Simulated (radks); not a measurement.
Q: Neutral silver, 47 electrons, occupied as [Kr] 4d10 6s1 (not the ground configuration). Method: Dirac Kohn-Sham, PBE, spin-unpolarised, spherical densities, finite nucleus; Fermi nuclear charge, rms radius 4.5454 fm; computed with a radial shooting solver on a logarithmic mesh with Libxc functionals. Some entries of the table are withheld. Estimate them.

orbital,occ.,eigenvalue (hartree),<r> (bohr),<1/r> (bohr^-1)
1s1/2,2,-930.4523,0.03111,49.44
2s1/2,2,-137.1012,0.1345,(1)
2p1/2,2,-127.4199,0.1141,11.37
2p3/2,4,-120.9767,0.1192,10.68
3s1/2,2,-25.27158,0.3683,3.983
3p1/2,2,-21.41998,0.3600,3.889
3p3/2,4,-20.28294,0.3709,3.722
3d3/2,4,-13.46465,0.3437,3.557
3d5/2,6,-13.23569,0.3472,3.514
4s1/2,2,-3.66060,0.9126,1.519
4p1/2,2,(2),0.9803,1.395
4p3/2,4,(3),1.012,1.342
4d3/2,4,(4),1.377,0.9887
4d5/2,6,(5),1.399,0.9728
6s1/2,1,-0.05367,8.631,0.1433

A: 
(1) 2s1/2 <1/r> (bohr^-1): 11.39
(2) 4p1/2 eigenvalue (hartree): -2.45073
(3) 4p3/2 eigenvalue (hartree): -2.26427
(4) 4d3/2 eigenvalue (hartree): -0.45515
(5) 4d5/2 eigenvalue (hartree): -0.43437
